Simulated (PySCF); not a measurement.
Geometry (Å), atoms numbered from 1 in this order:
```xyz
20

C     3.574   -0.500    0.023
C     2.826    0.402   -0.217
C     1.877    1.466   -0.494
N     0.600    1.205    0.118
N     0.116    2.027    1.057
C    -1.040    1.551    1.446
C    -1.352    0.357    0.747
C    -2.407   -0.559    0.736
C    -2.322   -1.628   -0.121
C    -1.217   -1.807   -0.967
C    -0.164   -0.923   -0.981
C    -0.242    0.165   -0.113
H     4.247   -1.278    0.230
H     1.758    1.575   -1.581
H     2.242    2.409   -0.075
H    -1.611    2.057    2.198
H    -3.258   -0.422    1.386
H    -3.120   -2.356   -0.151
H    -1.198   -2.665   -1.622
H     0.689   -1.067   -1.625
```

[PySCF 2.14: geometry from GFN2-xTB; PBE0/pcSseg-1 with gauge-including orbitals; one averaged value for each set of equivalent atoms; a single conformation; no relativistic terms; in vacuum]

Q: Predict the 2D correlation tables (HSQC, COSY, HMBC).

A: 

HSQC (one-bond C–H):
| δH | δC |
| --- | --- |
| 8.07 (H17) | 126.3 (C8) |
| 8.00 (H16) | 136.2 (C6) |
| 7.95 (H20) | 114.5 (C11) |
| 7.72 (H19) | 130.3 (C10) |
| 7.54 (H18) | 125.8 (C9) |
| 5.40 (H14/H15) | 42.1 (C3) |
| 1.86 (H13) | 81.8 (C1) |

COSY cross peaks (H two or three bonds apart, from the bond graph; peaks can be absent where the dihedral angle is near 90°):
| δH | δH |
| --- | --- |
| 8.07 (H17) | 7.54 (H18) |
| 7.95 (H20) | 7.72 (H19) |
| 7.72 (H19) | 7.54 (H18) |

HMBC (two and three bonds, from the bond graph):
| δH | δC |
| --- | --- |
| 8.07 (H17) | 143.3 (C12), 136.2 (C6), 131.7 (C7), 130.3 (C10), 125.8 (C9) |
| 8.00 (H16) | 143.3 (C12), 131.7 (C7), 126.3 (C8) |
| 7.95 (H20) | 143.3 (C12), 131.7 (C7), 130.3 (C10), 125.8 (C9) |
| 7.72 (H19) | 143.3 (C12), 126.3 (C8), 125.8 (C9), 114.5 (C11) |
| 7.54 (H18) | 131.7 (C7), 130.3 (C10), 126.3 (C8), 114.5 (C11) |
| 5.40 (H14/H15) | 143.3 (C12), 82.7 (C2), 81.8 (C1) |
| 1.86 (H13) | 82.7 (C2), 42.1 (C3) |

δ = σ(ref) − σ, references computed at the same level: $^{1}$H (31.72 ppm), $^{13}$C (186.93 ppm) against TMS.

Shifts are as computed. Against solution values, carbons near 30 ppm lie about +3 ppm off and those near 130 ppm about +5 ppm. Of 1211 compounds with measured shifts, 218 miss one by over three times the rms of a fit or turn the order of signals round; such compounds aren't used in these exercises.
